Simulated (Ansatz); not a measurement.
`C[SiH2][AlH][O][SiH3]`, relaxed with RKS PBE0-D4/def2-TZVP in Ansatz 0.2.0 from a PBE-D4/def2-SVP geometry. The force threshold is 0.005 eV/Å; the program also tests the step.

The species carries charge 0 and has multiplicity 1.

Start:

```xyz
14

C    -1.762   -1.750   -0.315
Si   -1.210   -0.263   -1.374
Al   -0.417    1.634   -0.017
O     1.095    1.465    0.795
Si    2.543    0.802    1.274
H    -2.604   -1.477    0.352
H    -2.094   -2.583   -0.967
H    -0.926   -2.117    0.316
H    -2.359    0.172   -2.254
H    -0.103   -0.705   -2.304
H    -1.157    3.033    0.217
H     2.645    0.825    2.775
H     2.664   -0.628    0.807
H     3.687    1.592    0.696
```

How much energy does the relaxation release, and in how many steps? (An estimate is asked.)

The calculation gave: 9.80 kJ/mol, in 41 steps, 4 of them rejected.

Which bonds change most? (Estimate.)

Ansatz gave: O4–Si5 from 1.664 to 1.623 Å; Al3–O4 from 1.724 to 1.692 Å; C1–Si2 from 1.907 to 1.882 Å; Si5–H13 from 1.509 to 1.490 Å.

Give the relaxed structure. (Estimate.)

Computed: 
```xyz
14

C    -1.070   -1.750   -0.476
Si   -1.542   -0.110   -1.269
Al   -0.188    1.772   -0.467
O     1.069    1.421    0.609
Si    2.104    0.611    1.563
H    -1.202   -1.710    0.608
H    -1.687   -2.563   -0.865
H    -0.023   -1.990   -0.674
H    -2.989    0.172   -1.016
H    -1.407   -0.215   -2.754
H    -0.366    3.299   -0.857
H     1.834    0.926    2.991
H     1.963   -0.859    1.368
H     3.503    0.997    1.240
```
